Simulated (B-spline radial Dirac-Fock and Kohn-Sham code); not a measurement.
Magnetic form factor of the 4f shell of Tb²⁺

System: the Tb²⁺ ion, configuration [Xe] 4f9.

These are calculated numbers from an atomic code on a B-spline grid; the model is configuration-average Dirac-Fock orbitals. ⟨j_K⟩ is the integral of the 4f radial density with the spherical Bessel function j_K(4πsr), s = sin θ/λ.

Hund's rules give S = 5/2, L = 5, J = 15/2 for 4f9, so g = 1.333, and the dipole approximation is F = ⟨j0⟩ + C₂⟨j2⟩ with C₂ = (2 − g)/g = 0.500.

| s (Å⁻¹) | ⟨j0⟩ | ⟨j2⟩ | ⟨j4⟩ | ⟨j6⟩ | F (dipole) | tabulated ⟨j0⟩ |
| --- | --- | --- | --- | --- | --- | --- |
| 0 | 1.0000 | 0.0000 | 0.0000 | 0.0000 | 1.0000 | 0.9996 |
| 0.05 | 0.9824 | 0.0070 | 0.0000 | 0.0000 | 0.9859 | 0.9823 |
| 0.1 | 0.9328 | 0.0262 | 0.0005 | 0.0000 | 0.9459 | 0.9330 |
| 0.15 | 0.8586 | 0.0535 | 0.0021 | 0.0001 | 0.8854 | 0.8591 |
| 0.2 | 0.7696 | 0.0840 | 0.0056 | 0.0004 | 0.8115 | 0.7699 |
| 0.25 | 0.6743 | 0.1134 | 0.0111 | 0.0011 | 0.7310 | 0.6744 |
| 0.3 | 0.5796 | 0.1391 | 0.0182 | 0.0023 | 0.6491 | 0.5795 |
| 0.35 | 0.4898 | 0.1597 | 0.0266 | 0.0042 | 0.5697 | 0.4897 |
| 0.4 | 0.4077 | 0.1747 | 0.0356 | 0.0067 | 0.4950 | 0.4077 |
| 0.45 | 0.3344 | 0.1845 | 0.0447 | 0.0098 | 0.4266 | 0.3346 |
| 0.5 | 0.2702 | 0.1894 | 0.0534 | 0.0133 | 0.3649 | 0.2707 |
| 0.6 | 0.1682 | 0.1877 | 0.0686 | 0.0209 | 0.2620 | 0.1688 |
| 0.7 | 0.0964 | 0.1752 | 0.0799 | 0.0288 | 0.1840 | 0.0964 |
| 0.8 | 0.0481 | 0.1568 | 0.0869 | 0.0361 | 0.1265 | 0.0475 |
| 0.9 | 0.0170 | 0.1360 | 0.0900 | 0.0424 | 0.0850 | 0.0164 |
| 1 | -0.0018 | 0.1151 | 0.0899 | 0.0474 | 0.0558 | -0.0019 |
| 1.1 | -0.0123 | 0.0955 | 0.0872 | 0.0510 | 0.0355 | -0.0120 |
| 1.2 | -0.0174 | 0.0780 | 0.0828 | 0.0533 | 0.0216 | -0.0171 |
| 1.4 | -0.0187 | 0.0499 | 0.0709 | 0.0543 | 0.0063 | -0.0205 |
| 1.6 | -0.0151 | 0.0304 | 0.0579 | 0.0519 | 0.0001 | – |

Radial moments of the shell: ⟨r²⟩ = 0.9674, ⟨r⁴⟩ = 2.655, ⟨r⁶⟩ = 16.98 in powers of bohr. Tabulated ⟨j0⟩: the fit in Brown, International Tables for Crystallography C, 4.4.5, itself from free-ion calculations whose configuration may differ.
